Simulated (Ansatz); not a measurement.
Molecule: MgF$_{2}$, charge 0, multiplicity 1. 
Structure (B3LYP-D3(BJ)/def2-TZVP (Ansatz, a first-principles code) minimum search):
```xyz
3

Mg     0.0000     0.0000     0.0000
F      0.0000     0.0000     1.7511
F      0.0000     0.0000    -1.7511
```

Basis-set convergence of Hartree-Fock and CCSD(T) correlation energies (hartree) with Ansatz. Correlated levels leave the core frozen unless marked. Spin-orbit coupling is left out. Non-relativistic.

| basis | functions | E(HF) | E(corr, CCSD(T)) | rough core time |
|---|---|---|---|---|
| def2-SVPD | 67 | -398.40416 | -0.44306 | under 20 s |
| def2-TZVPPD | 115 | -398.70968 | -0.56647 | under 20 s |
| def2-QZVPPD | 195 | -398.72810 | -0.61526 | 21 s |

Extrapolating the two largest sets (X = 3 and 4) as X^-3: E(corr) = (64·(-0.61526) - 27·(-0.56647))/37 = -0.6509 Eh, an estimate of the basis-set limit. The largest set recovers 94.5 % of it, the smallest 68.1 %.
